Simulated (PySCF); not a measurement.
# Two-component Hartree-Fock for Os⁴¹⁺ (osmium, charge +41)

Start: [Ar] 3d10 4s2 4p5; 4p1/2 filled at m_j = -1/2, +1/2; 4p3/2 filled at m_j = -1/2, +1/2, +3/2. Calculated with PySCF 2.14 in an even-tempered Gaussian basis (16 s from 5 bohr⁻², ratio 2.8; 14 p from 6.5 bohr⁻², ratio 2.8; 8 d from 12 bohr⁻², ratio 2.8; 4 f from 31 bohr⁻², ratio 3): generalised Hartree-Fock with the X2C-1e Hamiltonian and a Gaussian nucleus; one run each with spin-orbit coupling (SO) switched off, then screened by Boettger's factors.

| spinor shell | electrons | ε, spin-free (eV) | ε, screened SO (eV) | weight of nominal j (screened SO) | rms radius, screened SO (bohr) |
| --- | --- | --- | --- | --- | --- |
| 1s1/2 | 2 | -76207.6 | -76181.2 | 1.000 | 0.0201 |
| 2s1/2 | 2 | -15003.4 | -14994.3 | 1.000 | 0.0809 |
| 2p1/2 | 2 | -13320.9 | -14419.4 | 1.000 | 0.0686 |
| 3s1/2 | 2 | -4956.6 | -4952.9 | 1.000 | 0.204 |
| 3p1/2 | 2 | -4450.2 | -4700.7 | 1.000 | 0.196 |
| 3p3/2 | 4 | -4450.2 | -4346.1 | 1.000 | 0.210 |
| 3d3/2 | 4 | -3893.0 | -3936.5 | 1.000 | 0.184 |
| 3d5/2 | 6 | -3893.0 | -3860.0 | 1.000 | 0.188 |
| 4s1/2 | 2 | -2265.9 | -2264.6 | 1.000 | 0.431 |
| 4p1/2 | 2 | -2080.0 | -2157.6 | 0.999 | 0.425 |
| 4p3/2 | 3 | -2080.0 | -2047.5 | 1.000 | 0.448 |

(1) Where does 2p3/2 lie, and what is the 2p spin-orbit splitting (screened SO)?

| quantity | spin-free | screened SO |
| --- | --- | --- |
| E (hartree) | -16165.49313 | -16189.58056 |
| M_J | 3/2 | 3/2 |
| ⟨J²⟩ | 3.751 | 3.751 |
| ⟨L²⟩ | 2.001 | 2.080 |
| ⟨S²⟩ | 0.750 | 0.830 |

Each row is a mean over spinors that exchange with the open shell spreads, by up to 12.923 eV (4s1/2).

Breit and QED terms are absent; they matter most for the inner s and p1/2 levels.

Densities and radii are taken from the X2C orbitals without a picture-change correction, which distorts them close to the nucleus.

Without spin-orbit coupling the j labels of p, d and f shells carry no meaning; the spin-free column gives the mean over the occupied spinors of each nl shell.

Answers

(1) At -12879.3 eV, 1540.0 eV above 2p1/2.
